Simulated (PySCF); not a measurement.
# A survey of 17O NMR shifts

Method: GFN2-xTB structure, shielding tensors at PBE0/pcSseg-1 (GIAO), in PySCF (in vacuum, no relativistic terms, one conformer, one averaged value for each set of equivalent atoms).

Shieldings were converted by a linear fit to measured shifts: 17O (scatter 10.7 ppm rms, 12.2 ppm with the 3 outliers that the fit left out vs liquid water, solution or neat liquid). A few per cent of atoms miss by over 2 rms, more outside the fitted compound classes.

(1) Give the 17O shifts of `CCC(=C=O)C(Cl)(Cl)Cl`, `C#C[SiH2]OCC(=O)O`, `C=C[Si@@H]([SiH2]N)N(C)C=O`, `COCOC(=O)OC`, `COC1=C[C@@H](Cl)[SiH2]C1`.

(2) Order these by 17O shift, lowest first.
A. CCC(=C=O)C(Cl)(Cl)Cl
B. C/C=C(\C=O)C[SiH2]Cl
C. O=C(/C=C/Cl)CC[SiH3]
D. [SiH3]O/C(Cl)=C\C1CC1

Results:

(1) 
```tsv
compound	environment	δ (ppm)
CCC(=C=O)C(Cl)(Cl)Cl	carbonyl oxygen	333.5
[CH:1]#[C:2][SiH2:3][O:4][CH2:5][C:6](=[O:7])[OH:8]	O7: carbonyl oxygen	363.5
[CH:1]#[C:2][SiH2:3][O:4][CH2:5][C:6](=[O:7])[OH:8]	O8: acid hydroxyl oxygen	141.4
[CH:1]#[C:2][SiH2:3][O:4][CH2:5][C:6](=[O:7])[OH:8]	O4: oxygen bonded to C, Si	-22.8
C=C[Si@@H]([SiH2]N)N(C)C=O	amide-type carbonyl oxygen	330.6
[CH3:1][O:2][CH2:3][O:4][C:5](=[O:6])[O:7][CH3:8]	O6: ester carbonyl oxygen	245.6
[CH3:1][O:2][CH2:3][O:4][C:5](=[O:6])[O:7][CH3:8]	O4: ester alkoxy oxygen	128.5
[CH3:1][O:2][CH2:3][O:4][C:5](=[O:6])[O:7][CH3:8]	O7: ester alkoxy oxygen	92.0
[CH3:1][O:2][CH2:3][O:4][C:5](=[O:6])[O:7][CH3:8]	O2: ether oxygen	4.1
COC1=C[C@@H](Cl)[SiH2]C1	ether oxygen	77.4
```

(2) D (62.3 ppm, oxygen bonded to C, Si), A (333.5 ppm, carbonyl oxygen), C (518.1 ppm, ketone oxygen), B (570.5 ppm, aldehyde oxygen).

In solution the two oxygens of a carboxylic acid give one averaged line by proton exchange, and hydrogen bonding shields acid and N–H amide carbonyl oxygens by tens of ppm; neither is in these numbers.
